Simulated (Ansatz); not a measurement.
One geometry of Pd₄⁻, several levels of theory.

```yaml
crystal:
  periodic: [false, false, false]
  atoms:
    - {symbol: Pd, position_ang: [0.853182, 1.361882, -0.135586]}
    - {symbol: Pd, position_ang: [0.693484, -1.253858, -0.739743]}
    - {symbol: Pd, position_ang: [-1.439608, 0.084316, -0.722130]}
    - {symbol: Pd, position_ang: [-0.107059, -0.192330, 1.597458]}
basis:
  gaussian: {orbitals: def2-TZVPD, initial_orbitals: start.molden}
total_charge: -1
magnetization: {spin_polarized: true, initial_magnetization: 3}
hamiltonian: {xc: {name: B2PLYP}}
scf: {omitted_lower_state_checks: [starts]}
```

The file start.molden holds the orbitals of an earlier run on this structure, at another level or in another basis.

```sh
$ ansatz run in.yaml --threads 4 --pin off --events-out ev --progress --plain --max-ram 3916MiB
```

Shortened log:

```
Functional definition: B2PLYP
1560 factors; integrals over basis functions are off by at most 1.6e-4 eV
mean field evaluation 1: about -13888.8481 eV, gradient 5.7e0 eV
mean field evaluation 2: about -13889.2226 eV, gradient 5.9e-1 eV
mean field evaluation 4: about -13889.8062 eV, gradient 2.7e-1 eV
mean field evaluation 8: about -13889.8591 eV, gradient 2.0e-1 eV
mean field evaluation 16: about -13889.8864 eV, gradient 1.1e-1 eV
mean field -13889.88836799 eV, -510.4439826192 hartree, gradient 6.2e-8 eV, S^2 3.855232; 0 other end points of the search recorded, 0 dependent functions left out
reference -13889.88849207 eV, -510.4439871791 hartree; 38, 35 occupied and 122, 125 virtual orbitals, 1560 factors
second order -66.46814278 eV of doubles, -0.00000000 eV of singles
Total energy: -13907.83489062 eV, -511.1035051613 hartree
Checks for a lower state left out: starts
```

It took 1.7 min on 4 threads of Arm Neoverse V2 on a shared host, peak host memory 0.8 GiB.

As the first input, with `hamiltonian: {xc: pbe0, dispersion: d4}`, `output: {orbitals: {seedname: orbitals}}` (abridged; 24 s):

```
Functional definition: PBE0
mean field evaluation 16: about -13922.7608 eV, gradient 8.3e-6 eV
mean field -13922.76079443 eV, -511.6520220091 hartree, gradient 8.3e-6 eV, S^2 3.793278
Total energy: -13922.96966377 eV, -511.6596978158 hartree
Checks for a lower state left out: starts
```

First input, but with `hamiltonian: {xc: {text: "exchange = 0.95*pbe_x + 0.05*exact_x\ncorrelation = pbe_c"}}`, `output: {orbitals: {seedname: orbitals}}` (abridged; 22 s):

```
Functional definition: unnamed
mean field evaluation 16: about -13926.4731 eV, gradient 3.3e-5 eV
mean field -13926.47309854 eV, -511.7884466687 hartree, gradient 1.7e-6 eV, S^2 3.766734
Total energy: -13926.47313366 eV, -511.7884479596 hartree
Checks for a lower state left out: starts
```

The first input with `hamiltonian: {xc: r2scan, dispersion: d4}`, `output: {orbitals: {seedname: orbitals}}` (abridged; 48 s):

```
Functional definition: r2SCAN
mean field evaluation 16: about -13929.5522 eV, gradient 9.8e-3 eV
mean field -13929.55224722 eV, -511.9016032959 hartree, gradient 2.4e-6 eV, S^2 3.806638
Total energy: -13929.59427051 eV, -511.9031476232 hartree
Checks for a lower state left out: starts
```

First input, but with `hamiltonian: {xc: {text: "exchange = 0.85*pbe_x + 0.15*exact_x\ncorrelation = pbe_c"}}`, `output: {orbitals: {seedname: orbitals}}` (abridged; 21 s):

```
Functional definition: unnamed
mean field -13924.56002976 eV, -511.7181426881 hartree, gradient 9.1e-6 eV, S^2 3.779490
Total energy: -13924.56006148 eV, -511.7181438536 hartree
Checks for a lower state left out: starts
```

First input, but with `gaussian: {orbitals: STO-3G}`, `hamiltonian: {xc: hf}`, `output: {orbitals: {seedname: orbitals}}` (abridged; 50 s):

```
Functional definition: HF
mean field evaluation 16: about -532180.0366 eV, gradient 6.1e0 eV
mean field evaluation 32: about -532183.6856 eV, gradient 4.3e-2 eV
mean field -532183.67905147 eV, -19557.3894780878 hartree, gradient 7.1e-6 eV, S^2 8.086044
Total energy: -532183.67905147 eV, -19557.3894780878 hartree
Checks for a lower state left out: starts
```

First input, but with `hamiltonian: {xc: {name: B97M-V}}`, `output: {orbitals: {seedname: orbitals}}` (abridged; 87 s):

```
Functional definition: B97M-V
mean field evaluation 16: about -13923.5576 eV, gradient 2.0e-5 eV
mean field -13923.55757141 eV, -511.6813030230 hartree, gradient 1.8e-6 eV, S^2 3.767738
Total energy: -13923.55762389 eV, -511.6813049517 hartree
Checks for a lower state left out: starts
```

Geometry: PBE-D4/def2-SVPD.

In the def2 sets Pd takes a core potential, while STO-3G treats all electrons; there is no spin–orbit coupling. Correlated methods freeze no core orbitals; core or outer-core shells of Pd are correlated, in sets that lack core-valence functions. At PBE0-D4/def2-TZVPD, PBE with 5 % exact exchange/def2-TZVPD, r2SCAN-D4/def2-TZVPD, PBE with 15 % exact exchange/def2-TZVPD and others the highest occupied level of the charge -1 quartet lies above zero (up to 2.00 eV). In Hartree–Fock with STO-3G the lack of diffuse functions raises the level. It is a level of α spin, whose loss leaves a triplet; that state wasn't run at this geometry and level. The electron is either unbound and held by the finite basis, or the level is raised by self-interaction error. At HF/STO-3G the charge -1 quartet is spin-contaminated (final ⟨S²⟩ up to 8.09, 3.75 for a pure state). At B97M-V/def2-TZVPD the gap within one spin of the charge -1 quartet nearly closes, so an electron or hole may be smeared out by delocalisation error. The order of the spin states hangs on the level: the doublet lies 0.51 eV below the quartet at PBE0-D4/def2-TZVPD, but 0.65 eV above it at HF/STO-3G. The quartet is doubtful at HF/STO-3G (⟨S²⟩ 8.09, where a pure state has 3.75). The doublet is doubtful at HF/STO-3G (⟨S²⟩ 5.71, where a pure state has 0.75). The structure comes from a short search, and lower isomers may exist.
